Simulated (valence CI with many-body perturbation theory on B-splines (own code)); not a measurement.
Sensitivity of CI+MBPT for Sn³⁶⁺

Calculated by valence CI with perturbative core correlation (CI+MBPT): four valence electrons over a frozen Dirac-Fock core [Ne], a basis of 6 s, 6 p, 5 d, 3 f, 1 g functions for each j, with the one-electron correlation potential Σ1 (screened to all orders), the two-electron term Σ2, the three-electron term Σ3, Breit, model QED; selected single and double excitations, second order for the rest, scaled by the run's own slope (own B-spline code, finite nucleus).

No measured spectrum was set against this ion. As an estimate, large intervals hold to a few tenths of a per cent, small ones and those within an open d or f shell to about a per cent.

The reference run has the lowest level (3s^2 3p1/2^2) J=0 and an ionisation energy of 2440.77 eV. Its largest variational space holds 9991 state functions.

Levels are named by their leading jj configuration (3d3/2^4 stands for four electrons in 3d with j = 3/2), which in mixed levels can hold well under half, so a name can repeat and another be missing. Letters in brackets count levels of one name in rising energy.

Changed runs:
A. lowest core n in screening and Σ2 1 → 1
B. natural orbitals for correlation on → off; orbitals per symmetry with explicit Σ2 and valence Breit (the others get mean screening factors) 5 → 2
C. Breit term on → off
D. highest l in the core sums 6 → 2 (bad on purpose)

Excitation energies of the reference run in cm⁻¹, and shifts in cm⁻¹:

| Level | Reference | A | B | C | D |
| --- | --- | --- | --- | --- | --- |
| (3s^2 3p1/2 3p3/2) J=1 | 403483 | 0 | -462 | +6915 | -42 |
| (3s^2 3p1/2 3p3/2) J=2 | 449982 | 0 | +74 | +8023 | +49 |
| (3s^2 3p3/2^2) J=2 | 887105 | 0 | -182 | +14356 | +56 |
| (3s^2 3p3/2^2) J=0 | 990048 | 0 | +546 | +13248 | +252 |
| (3s 3p1/2^2 3p3/2) J=2 | 1129110 | 0 | -934 | +1156 | -44 |
| (3s 3p1/2^2 3p3/2) J=1 | 1275430 | 0 | +50 | +1410 | +542 |
| (3s^2 3p1/2 3d3/2) J=2 | 1471170 | 0 | +22 | +10714 | +4920 |
| (3s 3p1/2 3p3/2^2) J=2 [a] | 1484570 | 0 | -1253 | +8227 | +962 |
| (3s 3p1/2 3p3/2^2) J=3 | 1560890 | 0 | -608 | +10925 | +1513 |
| (3s^2 3p1/2 3d3/2) J=1 | 1655740 | 0 | +1017 | +8387 | +3443 |
| (3s 3p1/2 3p3/2^2) J=0 | 1677640 | 0 | -46 | +6821 | +566 |
| (3s^2 3p1/2 3d5/2) J=2 | 1696540 | 0 | +378 | +12176 | +3471 |
| Ionisation energy (eV) | 2440.77 | 0 | -0.26 | +2.31 | +0.14 |

No effect on these energies: A.
